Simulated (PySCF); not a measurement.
# Tl²⁺: excitation energy

Tl²⁺ [Xe] 4f14 5d10 6s1 (2S) → Tl²⁺ [Xe] 4f14 5d9 6s2 (2D), as a difference of total energies. Calculation: PySCF 2.14, in aug-cc-pwCVTZ-DK3 with one added diffuse shell each of s, d, f type (12s10p9d6f1g, 138 functions); scalar relativity by spin-free X2C-1e. The calculations carry no spin-orbit coupling.

```json
{"method": "UHF", "excitation energy (eV)": "9.533"}
{"method": "M06-2X", "excitation energy (eV)": "9.295"}
{"method": "B97-3", "excitation energy (eV)": "9.022"}
```
